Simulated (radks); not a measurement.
All-electron atom: I V in [Kr] 4d10 5s1 5p1 5d1 (not the ground configuration).

Calculated with a radial shooting solver on a logarithmic mesh with Libxc functionals: scalar-relativistic Kohn-Sham, PBE, spin-polarised, spherical densities, finite nucleus; open shells are filled with parallel spins first (spin-orbit coupling, left out, can overturn this in heavy ions); Fermi nuclear charge, rms radius 4.75 fm.

Energy parts (hartree):
total: -7111.47350
kinetic: 7464.32522
electron-nucleus: -17119.59386
Hartree: 2723.34212
exchange-correlation: -179.54698

Orbitals (lengths in bohr, moments of r in powers of bohr; r(90%) holds 90 % of the orbital's charge):
| orbital | occ. | eigenvalue (hartree) | <1/r> | r(90%) |
|---|---|---|---|---|
| 1s up | 1 | -1213.930 | 56.83 | 0.0490 |
| 1s down | 1 | -1213.926 | 56.83 | 0.0490 |
| 2s up | 1 | -189.0954 | 13.02 | 0.181 |
| 2s down | 1 | -189.0916 | 13.02 | 0.181 |
| 2p up | 3 | -169.9154 | 12.46 | 0.167 |
| 2p down | 3 | -169.9112 | 12.46 | 0.167 |
| 3s up | 1 | -39.61236 | 4.668 | 0.461 |
| 3s down | 1 | -39.60770 | 4.668 | 0.461 |
| 3p up | 3 | -33.39575 | 4.438 | 0.468 |
| 3p down | 3 | -33.39070 | 4.438 | 0.468 |
| 3d up | 5 | -24.08385 | 4.200 | 0.453 |
| 3d down | 5 | -24.07862 | 4.200 | 0.453 |
| 4s up | 1 | -8.43446 | 1.888 | 1.07 |
| 4s down | 1 | -8.42145 | 1.888 | 1.06 |
| 4p up | 3 | -6.48360 | 1.730 | 1.16 |
| 4p down | 3 | -6.46904 | 1.732 | 1.15 |
| 4d up | 5 | -3.63291 | 1.452 | 1.39 |
| 4d down | 5 | -3.60979 | 1.460 | 1.37 |
| 5s up | 1 | -2.24411 | 0.7396 | 2.52 |
| 5s down | 0 | -2.13836 | 0.7499 | 2.49 |
| 5p up | 1 | -1.76371 | 0.6479 | 2.86 |
| 5p down | 0 | -1.64803 | 0.6560 | 2.83 |
| 5d up | 1 | -1.11785 | 0.5016 | 3.72 |

The highest occupied level is 5d up at -30.418 eV. The configuration is held as typed, so some empty levels lie below it. The density falls to 0.001 e/bohr^3 at r = 3.79 bohr. The electron density at the nucleus is 2.57e+05 e/bohr^3 (large components only). Summed over all electrons, <r^2> = 32.53 bohr^2, which gives a Langevin (diamagnetic) susceptibility term of -25.8 x 10^-6 cm^3/mol. Spin moment in Bohr magnetons: 3. The spin density at the nucleus is 94.92 e/bohr^3 (1s 0.15, 2s 0.10, 3s 0.03, 4s -0.02, 5s 94.66).
